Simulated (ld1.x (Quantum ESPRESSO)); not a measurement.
PBEsol PAW dataset for H (Z = 1), scalar-relativistic all-electron reference.

- Element: H (Z = 1)
- Generator: ld1.x (Quantum ESPRESSO) 7.5
- Type: PAW
- Functional: PBEsol
- Relativity: scalar-relativistic
- Frozen core: none
- Valence charge: 1
- Reference configuration: 1s1
- Partial waves: 1s (bound): rcut 0.95, rcutus 1.05 bohr; 1s channel at 0.05 Ry: rcut 0.95, rcutus 1.05 bohr; 2p channel at 0.3 Ry: rcut 0.80, rcutus 1.10 bohr
- Local potential: all-electron potential smoothed inside 0.90 bohr (lloc = -1)
- Core correction: none
- Augmentation charge: PSQ, inside the norm-conserving radii

Task: Does the generator finish with these settings?

Result: Yes, a potential is produced and its reference levels are reproduced.

Task: Estimate the cutoffs (Ry, on a coarse ladder) from which the occupation-weighted sum of valence levels, in a spherical-Bessel basis at the reference potential, stays within 10 and 1 mRy of its value at 400 Ry.

Result: 18 Ry and 35 Ry.

Task: Does the potential have ghost states?

Result: No extra level below or beside the all-electron valence levels (s, p, d, f tested).

Task: Is the overlap operator S = 1 + Σ q|β⟩⟨β| positive definite (Bessel basis up to 400 Ry)?

Result: Yes: its lowest eigenvalue is 0.87 (p channel).
